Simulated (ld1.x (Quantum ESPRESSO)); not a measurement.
**An all-electron radial function and its pseudo partner (gold)**

Columns: radius, all-electron u(r) and pseudo u(r) of the 5d shell (level -9.00 eV) of gold in the configuration [Kr] 4d10 4f14 5s2 5p6 5d10 6s0 6p1; PBE, scalar-relativistic, ultrasoft scheme, ld1.x (Quantum ESPRESSO) 7.5.

```
r (bohr)  all-electron  pseudo
   0.125        0.2576  0.0033
   0.250       -0.2429  0.0255
   0.375       -0.4045  0.0803
   0.500       -0.1654  0.1727
   0.625        0.1789  0.2974
   0.750        0.4756  0.4403
   0.875        0.6825  0.5823
   1.000        0.8039  0.7037
   1.125        0.8588  0.7895
   1.250        0.8672  0.8326
   1.375        0.8456  0.8349
   1.500        0.8058  0.8055
   1.625        0.7561  0.7572
   1.750        0.7021  0.7022
   1.875        0.6469  0.6469
   2.000        0.5929  0.5929
   2.125        0.5413  0.5413
   2.250        0.4927  0.4927
   2.375        0.4475  0.4475
   2.500        0.4058  0.4058
   2.625        0.3675  0.3675
   2.750        0.3326  0.3326
   2.875        0.3007  0.3007
   3.000        0.2719  0.2719
   3.125        0.2457  0.2457
   3.250        0.2219  0.2219
```

Q: How many radial nodes do the two functions have?

A: The all-electron 5d function has n − l − 1 = 2; the pseudo-wave has 0, since the states of the same l below it are removed with the core.

Q: At about which radius was the pseudo-wave matched?

A: 1.85 bohr, where the columns begin to agree (steps of 0.12 bohr).

Q: Where does each function peak?

A: Outermost all-electron maximum near 1.25 bohr, pseudo maximum near 1.38 bohr (to the table’s step).

Q: Is the pseudo-wave norm-conserving?

A: No, it belongs to an ultrasoft set: the norm inside the radius is not constrained, and the difference is carried by the augmentation charge.
